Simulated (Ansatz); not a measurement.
Ansatz results at the PBE0-D4/def2-TZVP geometry: LUMO energy (ωB97M-V/def2-TZVPP) 2.14 eV; HOMO–LUMO gap (PBE0/def2-TZVPP) 7.47 eV; LUMO energy (PBE/def2-TZVPP) -0.99 eV.

Q: Which molecule gave them?
A. `O/C(S)=[CH]/[AlH2]`
B. `FC[SiH]1CC1`
C. `[GeH3][O]C[TeH]`
D. `C/C([SiH3])=C\F`

A: D. The others give `[GeH3][O]C[TeH]`: 1.14, 5.52, -1.46; `FC[SiH]1CC1`: 1.92, 7.23, -0.67; `O/C(S)=[CH]/[AlH2]`: 0.21, 5.16, -2.20.
